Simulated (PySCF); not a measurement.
From one molecule to another.

First species: C₅H₁₁O₄P.
Geometry (GFN2-xTB, Å), atoms numbered from 1 in this order:
```
atom  x, y, z in Å
C1    -2.447    0.356    1.295
C2    -1.604    0.530    0.041
C3    -1.963   -0.464   -1.053
O4    -0.236    0.346    0.421
P5     0.884    0.902   -0.575
O6     0.472    2.011   -1.414
O7     1.469   -0.407   -1.338
C8     2.528   -0.998   -0.622
C9     2.757   -0.140    0.644
O10    2.141    1.105    0.404
H11   -2.141    1.072    2.053
H12   -2.320   -0.648    1.692
H13   -3.495    0.516    1.059
H14   -1.707    1.549   -0.352
H15   -2.995   -0.323   -1.365
H16   -1.833   -1.482   -0.691
H17   -1.305   -0.307   -1.905
H18    3.412   -1.003   -1.267
H19    2.262   -2.026   -0.360
H20    2.296   -0.614    1.516
H21    3.816    0.040    0.837
```

Second species: C6H8FOP.
Structure used (GFN2-xTB), in Å, numbered top down from 1:
```
atom  x, y, z in Å
C1     2.1664    1.4909    1.5549
C2     1.7227    0.6898    0.7774
P3     1.1627   -0.4857   -0.4234
O4     2.1410   -0.8583   -1.4438
C5     0.1964   -1.7512    0.5209
C6    -1.0721   -0.9055    0.3240
F7    -2.1774   -1.6559    0.0101
C8    -0.5895   -0.0155   -0.8379
C9    -1.0426    1.4295   -0.8383
H10    2.5400    2.1892    2.2475
H11    0.4572   -1.9850    1.5494
H12    0.1346   -2.6745   -0.0574
H13   -1.3370   -0.3229    1.2120
H14   -0.8462   -0.5036   -1.7849
H15   -0.7757    1.9146    0.0991
H16   -2.1223    1.4850   -0.9680
H17   -0.5652    1.9710   -1.6526
```

Levels: PBE0/pcSseg-1 for HOMO energy, LUMO energy and HOMO–LUMO gap. Geometries: GFN2-xTB. Each species is one conformer at its optimised geometry, gas phase, non-relativistic unless stated. Electronic properties by PySCF.

Values for the first species:

```
HOMO energy   : -8.25 eV
LUMO energy   : 1.01 eV
HOMO–LUMO gap : 9.26 eV
```

Question: Estimate the same properties for the second species, and the change in each.

Answer: 
| property | first | second | second less first |
| --- | --- | --- | --- |
| HOMO energy | -8.25 eV | -7.87 eV | +0.38 eV |
| LUMO energy | 1.01 eV | -0.69 eV | -1.70 eV |
| HOMO–LUMO gap | 9.26 eV | 7.18 eV | -2.08 eV |

